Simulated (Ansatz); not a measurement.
Molecule: CH₇ClNSi₂, charge 0, multiplicity 2. It need not be the lowest isomer of its formula. 
Structure (B3LYP-D3(BJ)/def2-TZVP (Ansatz, a quantum-chemistry and plane-wave program) minimum search):
SMILES: C[Si](Cl)N[SiH3]
```xyz
12

Si     0.4982     0.5398    -0.4798
C      1.2587    -1.0752    -1.0589
Cl     1.6093     1.2786     1.1369
N     -1.1158     0.2294     0.0437
Si    -2.1099    -1.1772    -0.1984
H      0.7065    -1.4808    -1.9086
H      2.2923    -0.9154    -1.3650
H      1.2475    -1.8071    -0.2467
H     -1.5591     0.9840     0.5506
H     -3.4991    -0.8158     0.1613
H     -1.6708    -2.3205     0.6371
H     -2.0543    -1.6115    -1.6134
```
Charge 0, spin multiplicity 2.

Property: atomisation energy (electronic, to ground-state atoms), in kcal/mol. Valence correlation only, unless marked. Open shells are spin-unrestricted. Spin-orbit coupling is left out. Non-relativistic unless marked X2C. The coupled-cluster limit lacks core correlation, which all-electron functionals hold. Basis-set limits of correlation are two-point, X^-3; Hartree-Fock from the larger set.

```
level                                        program  atomisation energy (kcal/mol)  minus last row
------------------------------------  --------------  -----------------------------  --------------
SVWN5/def2-TZVPD                              Ansatz                         1089.7           117.8
revPBE-D4/def2-TZVPD                  Ansatz + dftd4                          959.5           -12.4
revPBE/def2-TZVPD                             Ansatz                          937.7           -34.2
PBE0/STO-3G                                   Ansatz                         1175.8           203.9
PBE0/def2-TZVP                                Ansatz                          960.3           -11.6
PBE0/def2-QZVPP                               Ansatz                          962.8            -9.1
BHLYP/def2-TZVPD                              Ansatz                          942.1           -29.8
r2SCAN0-D4/def2-TZVPD                 Ansatz + dftd4                          962.2            -9.7
CAM-B3LYP/def2-TZVPD                          Ansatz                          966.9            -5.0
wB97X-V/def2-TZVPD                            Ansatz                          975.8             3.9
SCS-MP2/cc-pV(Q+d)Z                           Ansatz                          972.3             0.4
CCSD/cc-pV(T+d)Z                              Ansatz                          928.5           -43.4
CCSD(T)/6-31G*                                Ansatz                          853.4          -118.5
X2C-CCSD(T)/cc-pVTZ-DK                        Ansatz                          933.9           -38.0
CCSD(T)/CBS(cc-pV(T+d)Z,cc-pV(Q+d)Z)          Ansatz                          971.9             0.0
```
